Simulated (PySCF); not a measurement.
## Frontier orbitals and the lowest excitations

C5H10O2.
Structure used (PBE0-D3(BJ)/def2-SVP), in Å, numbered top down from 1:
```xyz
17
C5H10O2 angstrom
C     -0.5040    1.3046   -0.7346
C     -0.4069   -0.0683   -0.0781
C     -0.9334   -1.1553   -1.0245
C     -1.2005   -0.0940    1.2346
C      1.0548   -0.3626    0.2281
O      1.9860    0.3551   -0.0279
O      1.2200   -1.5481    0.8361
H     -0.1070    2.0888   -0.0744
H      0.0723    1.3391   -1.6699
H     -1.5552    1.5380   -0.9619
H     -0.3754   -1.1613   -1.9736
H     -1.9924   -0.9637   -1.2566
H     -0.8534   -2.1527   -0.5698
H     -1.1332   -1.0765    1.7224
H     -2.2608    0.1210    1.0308
H     -0.8310    0.6674    1.9388
H      2.1730   -1.6453    0.9835
```

Method used: TDDFT CAM-B3LYP/def2-SVPD, vertical, gas phase, core orbitals frozen in the response (PySCF 2.14.0, density-fitted response routines).

Kohn–Sham orbitals with the atoms that hold most of them (Löwdin shares over 4%, at most four atoms; ? is withheld):

| orbital | ε (eV) | atoms |
| --- | --- | --- |
| HOMO-3 | -11.08 | C2 19%, C3 17%, C4 16%, C1 12% |
| HOMO-2 | -11.06 | C1 24%, C2 21%, C4 14%, C3 11% |
| HOMO-1 | -10.88 | ? |
| HOMO | -9.51 | ? |
| LUMO | ? | O7 27%, C5 13%, H17 10%, O6 9% |
| LUMO+1 | 1.29 | C5 37%, O6 29%, O7 12%, C2 5% |
| LUMO+2 | 1.63 | O7 18%, H17 10%, C1 9%, H10 9% |

Q: Give the leading atoms of the HOMO-1.

A: O6 (bonded to C) 42%; O7 (bonded to C and H) 34%; C5 (bonded to C and 2 O) 11%. By element: oxygen 76%, carbon 11% or more.

Q: Give the leading atoms of the HOMO.

A: O6 (bonded to C) 60%; O7 (bonded to C and H) 10%; C5 (bonded to C and 2 O) 10%; C2 (bonded to 4 C) 9%. By element: oxygen 70%, carbon 19% or more.

Q: What is the LUMO energy, and the HOMO–LUMO gap?

A: ε(LUMO) = 0.96 eV; the gap is 10.47 eV (0.3848 hartree).

Q: The HOMO–LUMO gap is 10.47 eV. Where does the response calculation put the lowest singlet, and from which orbitals?

A: S1 is at 5.86 eV (f = 0.0012), 4.61 eV below the gap, made of HOMO→LUMO+1 (94%). Its leading pair isn't HOMO and LUMO; the energies of that pair differ by 10.80 eV. 

Q: Give energy, strength and leading configuration of S1, S2 and S4, and follow the Löwdin shares of the leading atoms from the occupied to the empty orbital.

A: 
- S1 (5.86 eV, f 0.0012), HOMO→LUMO+1 (94%): O6 60% → 29%, O7 10% → 12%, C5 10% → 37%; low, almost dark, from the terminal oxygen into the C=O bond, the pattern of n→π*
- S2 (7.45 eV, f 0.046), HOMO→LUMO (85%): O6 60% → 9%, O7 10% → 27%, C5 10% → 13%
- S4 (8.43 eV, f 0.0035), HOMO-1→LUMO (72%): O6 42% → 9%, O7 34% → 27%, C5 11% → 13%

Löwdin shares depend on the basis, the more so with diffuse functions.

One conformer stands for the species.
